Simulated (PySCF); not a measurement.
Two species compared at the same levels of theory.

First species: C₅H₂F₄O₂.
SMILES with atom numbers: `[F:1][C:2]1=[CH:3][O:4][CH:5]=[C:6]([C:7]([F:8])([F:9])[F:10])[O:11]1` (hydrogens: H12 on C3; H13 on C5)

Second species: C₄H₅FO₂S.
Z-matrix (Å and degrees, GFN2-xTB geometry), rows numbered from 1:
```
O 
S   1  1.4311
O   2  1.4335  1  117.88
C   2  1.8371  1  109.99  3  -128.89
C   4  1.4807  2  101.75  1   -89.44
C   5  1.3264  4  116.13  2   -17.95
F   6  1.3442  5  122.37  4   177.55
C   6  1.4796  5  119.81  4     0.48
H   4  1.0862  2  110.58  1    30.91
H   4  1.0875  2  106.58  1   150.92
H   5  1.0775  4  121.24  2   159.55
H   8  1.0872  2  107.03  1  -150.40
H   8  1.0869  2  111.77  1   -29.12
```

Levels: PBE0/def2-SVPD for HOMO energy, LUMO energy, HOMO–LUMO gap and static isotropic polarisability; TDDFT PBE0/def2-SVPD for lowest singlet excitation; TDA PBE0/def2-SVPD for lowest triplet excitation (Tamm–Dancoff). Geometries: GFN2-xTB. Each species is one conformer at its optimised geometry, gas phase, non-relativistic unless stated; the electronic structure was computed with PySCF and density fitting.

Dipoles, sizes and rotational constants follow the conformer. The torsions of the flexible species, by atom-mapped SMILES:
- `[F:1][C:2]1=[CH:3][O:4][CH:5]=[C:6]([C:7]([F:8])([F:9])[F:10])[O:11]1`: C5–C6–C7–F8 120°

The conformers of `O=S1(=O)CC=C(F)C1` aren't listed.

Values for the first species:

* HOMO energy: -6.61 eV
* LUMO energy: -1.16 eV
* HOMO–LUMO gap: 5.45 eV
* Lowest singlet excitation: 4.11 eV
* Lowest triplet excitation (Tamm–Dancoff): 3.06 eV
* Static isotropic polarisability: 65.1 au

Estimate the same properties for the second species, and the change in each.

```
                                property     first    second  second less first
                             HOMO energy  -6.61 eV  -8.14 eV           -1.53 eV
                             LUMO energy  -1.16 eV  -0.65 eV           +0.51 eV
                           HOMO–LUMO gap   5.45 eV   7.49 eV           +2.04 eV
               lowest singlet excitation   4.11 eV   6.83 eV           +2.72 eV
lowest triplet excitation (Tamm–Dancoff)   3.06 eV   4.31 eV           +1.25 eV
         static isotropic polarisability   65.1 au   69.4 au            +4.3 au
```

On the first: The principal polarisabilities are 47.1, 69.8 and 78.3 au; their mean is the isotropic value. The polarisability is 9.64 Å³ as a volume (1 au = 0.148185 Å³), or 0.77 au for each of the 84 electrons.

On the second: The vertical singlet–triplet gap S1 − T1 is 2.52 eV (TDDFT singlet less Tamm–Dancoff triplet; S1: HOMO−1→LUMO, weight 0.79; T1: HOMO→LUMO, weight 0.95). No computed singlet falls in the visible range (750 to 380 nm, 1.65 to 3.26 eV); S1 lies 3.57 eV above its blue end.
